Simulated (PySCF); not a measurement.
H₃BCl₂Ge, SMILES [B](Cl)([GeH3])Cl, PBE0/def2-SVP optimised geometry.

```
7

B      0.29    -0.71     0.00
Cl     2.04    -0.71     0.00
Cl    -0.54    -2.25     0.04
Ge    -0.79     1.06     0.00
H     -1.26     1.35     1.44
H      0.07     2.25    -0.48
H     -2.04     0.94    -0.89
```

Density from PySCF with PBE0/def2-TZVP at that geometry.

Minimum of the electron density along straight lines between bonded atoms, close to the bond critical point (lines longer than 1.1 times the sum of covalent radii, or with two minima, are not listed):

```tsv
bond	length / Å	ρ at the minimum / e bohr⁻³	∇²ρ there / e bohr⁻⁵	position (fraction from the first atom)
B1–Cl2	1.748	0.152	0.01	0.30
B1–Cl3	1.749	0.152	0.00	0.30
B1–Ge4	2.071	0.113	-0.10	0.51
Ge4–H5	1.542	0.131	0.06	0.59
Ge4–H6	1.539	0.132	0.06	0.59
Ge4–H7	1.540	0.132	0.06	0.59
```
